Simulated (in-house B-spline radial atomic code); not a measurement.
The numbers below are computed, except where a source is named.
# Extrapolating the RPA correlation energy in partial waves: neutral gold

All-electron RPA on PBE orbitals from a B-spline radial code for spherical atoms, scalar-relativistic (spin-free one-electron X2C), finite nucleus, configuration [Xe] 4f14 5d10 6s1, highest spin. Without the two-electron picture change, the correlation of inner shells comes somewhat too large for so heavy an element. RPA overbinds a lone outer s electron by self-correlation, and G0W0 tends to as well. With empty states up to angular momentum L the sums are:

```
L  E_c(L) (hartree)
5         -6.192039
6         -6.570184
7         -6.775010
```

For large l each further wave adds A/(l + 1/2)⁴, because the basis must build the cusp where two electrons meet.

Question: Estimate the limit from L = 6 and L = 7.

Answer: Wave 7 adds -0.204826, against a sum of (l + 1/2)⁻⁴ of 3.16049e-04, so A = -648.08. The sum over l > 7 is ζ(4, 8.5) = 6.4602e-04, close to 1/(3 × 8³) = 6.5104e-04. The tail is -0.418676 and the limit -7.19369 hartree.

Question: How good is the estimate?

Answer: A run to L = 11 sums to -7.03015 and extrapolates to -7.12202 hartree, 9.88 millihartree from the run before, so it has not settled and is itself too deep. The estimate differs from that by -71.67 millihartree, while the bare sum at L = 7 misses 347.0 millihartree (4.9 %).
